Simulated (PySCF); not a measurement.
Isomers of C3H11FOSi2, mass 138.033 u with the commonest isotopes. Method used: PySCF, PBE0-D3(BJ)/def2-SVP geometry optimisation, gas phase. One conformer each, none proved a minimum here; rigid rotors.

Question: Order these by out-of-plane moment Σ m c² = (Ia + Ib − Ic)/2, smallest first.
A. `[CH3:1][CH:2]([CH3:3])[SiH2:4][O:5][SiH2:6][F:7]` with C1–C2–Si4–O5 179°, C2–Si4–O5–Si6 6°, Si4–O5–Si6–F7 1°
B. `[CH3:1][O:2][Si@@H:3]([F:4])[CH2:5][CH2:6][SiH3:7]` with C1–O2–Si3–F4 64°, O2–Si3–C5–C6 175°, Si3–C5–C6–Si7 62°
C. `[CH3:1][CH2:2][C@H:3]([F:4])[SiH2:5][O:6][SiH3:7]` with C1–C2–C3–F4 -56°, C2–C3–Si5–O6 66°, C3–Si5–O6–Si7 45°
D. `[CH3:1][Si:2]([CH3:3])([CH2:4][F:5])[O:6][SiH3:7]` with C1–Si2–C4–F5 -171°, C1–Si2–O6–Si7 159°

Answer: B (18.92 u·Å²), A (20.95 u·Å²), C (60.46 u·Å²), D (83.84 u·Å²).

Question: Order these by radius of gyration √(Σ m r²/M), largest first.
A. `[CH3:1][Si:2]([CH3:3])([CH2:4][F:5])[O:6][SiH3:7]` with C1–Si2–C4–F5 -171°, C1–Si2–O6–Si7 159°
B. `[CH3:1][CH:2]([CH3:3])[SiH2:4][O:5][SiH2:6][F:7]` with C1–C2–Si4–O5 179°, C2–Si4–O5–Si6 6°, Si4–O5–Si6–F7 1°
C. `[CH3:1][CH2:2][C@H:3]([F:4])[SiH2:5][O:6][SiH3:7]` with C1–C2–C3–F4 -56°, C2–C3–Si5–O6 66°, C3–Si5–O6–Si7 45°
D. `[CH3:1][O:2][Si@@H:3]([F:4])[CH2:5][CH2:6][SiH3:7]` with C1–O2–Si3–F4 64°, O2–Si3–C5–C6 175°, Si3–C5–C6–Si7 62°

Answer: D (2.281 Å), B (2.202 Å), C (2.109 Å), A (2.010 Å).

Question: Order these by rotational constant A, smallest first.
A. `[CH3:1][CH:2]([CH3:3])[SiH2:4][O:5][SiH2:6][F:7]` with C1–C2–Si4–O5 179°, C2–Si4–O5–Si6 6°, Si4–O5–Si6–F7 1°
B. `[CH3:1][O:2][Si@@H:3]([F:4])[CH2:5][CH2:6][SiH3:7]` with C1–O2–Si3–F4 64°, O2–Si3–C5–C6 175°, Si3–C5–C6–Si7 62°
C. `[CH3:1][CH2:2][C@H:3]([F:4])[SiH2:5][O:6][SiH3:7]` with C1–C2–C3–F4 -56°, C2–C3–Si5–O6 66°, C3–Si5–O6–Si7 45°
D. `[CH3:1][Si:2]([CH3:3])([CH2:4][F:5])[O:6][SiH3:7]` with C1–Si2–C4–F5 -171°, C1–Si2–O6–Si7 159°

Answer: D (1961 MHz), C (2437 MHz), A (3043 MHz), B (4188 MHz).

| SMILES | point group | Ia (u·Å²) | Ib (u·Å²) | Ic (u·Å²) | κ | μa (D) | μb (D) | μc (D) |
| --- | --- | --- | --- | --- | --- | --- | --- | --- |
| CC(C)[SiH2]O[SiH2]F | C1 | 166.06 | 523.89 | 648.05 | -0.84 | 0.58 | 0.43 | 0.11 |
| C[Si](C)(CF)O[SiH3] | C1 | 257.72 | 383.81 | 473.85 | -0.44 | 2.18 | 0.23 | 0.37 |
| CC[C@H](F)[SiH2]O[SiH3] | C1 | 207.41 | 466.98 | 553.47 | -0.78 | 1.30 | 0.66 | 0.57 |
| CO[Si@@H](F)CC[SiH3] | C1 | 120.67 | 616.40 | 699.23 | -0.94 | 1.10 | 1.44 | 0.64 |
